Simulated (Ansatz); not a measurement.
Input file for BGeH$_{5}$OSi, SMILES `[GeH3][SiH]1BO1`:

```yaml
crystal:
  periodic: [false, false, false]
  atoms:
    - {symbol: Ge, position_ang: [-0.469268, 1.585479, -0.024673]}
    - {symbol: Si, position_ang: [0.677253, -0.464578, -0.360061]}
    - {symbol: B, position_ang: [0.437103, -2.047912, 0.674291]}
    - {symbol: O, position_ang: [-0.418736, -1.850455, -0.332646]}
    - {symbol: H, position_ang: [-1.348162, 1.939875, -1.235945]}
    - {symbol: H, position_ang: [-1.352404, 1.481938, 1.227626]}
    - {symbol: H, position_ang: [0.556361, 2.713104, 0.179755]}
    - {symbol: H, position_ang: [1.471526, -0.478419, -1.617032]}
    - {symbol: H, position_ang: [0.534829, -2.925332, 1.471585]}
basis:
  gaussian: {orbitals: def2-SVP}
correlation: {method: ccsd_t}
```

```sh
$ ansatz run in.yaml --threads 4 --pin off --events-out ev --progress --plain
```

Output of Ansatz, abridged:

```
Functional definition: HF
1005 factors; integrals over basis functions are off by at most 1.5e-3 eV
mean field evaluation 1: about -67108.8803 eV, gradient 3.5e1 eV
mean field evaluation 2: about -67108.9192 eV, gradient 3.5e1 eV
mean field evaluation 4: about -67112.0850 eV, gradient 3.3e0 eV
mean field evaluation 8: about -67112.1418 eV, gradient 2.2e-1 eV
mean field evaluation 16: about -67112.0884 eV, gradient 5.5e-1 eV
mean field -67112.14196572 eV, -2466.3257269965 hartree, gradient 7.4e-6 eV, S^2 0.000000; 0 other end points of the search recorded, 0 dependent functions left out
16 core orbitals not correlated: weight in the atoms' cores, before any rotation towards them, 1.000 or more for the frozen orbitals, at most 0.000 for the correlated occupied ones
reference -67112.14196572 eV, -2466.3257269965 hartree; 16, 16 occupied and 71, 71 virtual orbitals, 1005 factors
second order -16.21646268 eV of doubles, -0.00000000 eV of singles
cycle   1  -16.44166480 eV  change   -2.3e-1 eV  update   1.2e-1
cycle   2  -17.04032076 eV  change   -6.0e-1 eV  update   3.9e-2
cycle   3  -17.18625664 eV  change   -1.5e-1 eV  update   2.2e-2
cycle   4  -17.17014216 eV  change    1.6e-2 eV  update   5.8e-3
cycle   5  -17.16996637 eV  change    1.8e-4 eV  update   2.9e-3
cycle   6  -17.17078544 eV  change   -8.2e-4 eV  update   9.0e-4
cycle   7  -17.17021747 eV  change    5.7e-4 eV  update   3.9e-4
cycle   8  -17.17027699 eV  change   -6.0e-5 eV  update   1.3e-4
cycle   9  -17.17034613 eV  change   -6.9e-5 eV  update   5.1e-5
cycle  10  -17.17033097 eV  change    1.5e-5 eV  update   1.7e-5
perturbative correction -0.55395062 eV, -0.0203573098 hartree
Total energy: -67129.86624731 eV, -2466.9770823310 hartree
```

Run time 7 s (4 threads of a server CPU on a shared host); peak host memory 0.41 GiB.

MP2 recovers 91.5 % of the CCSD(T) correlation energy and the triples give 3.1 %; T1 = 0.0155.
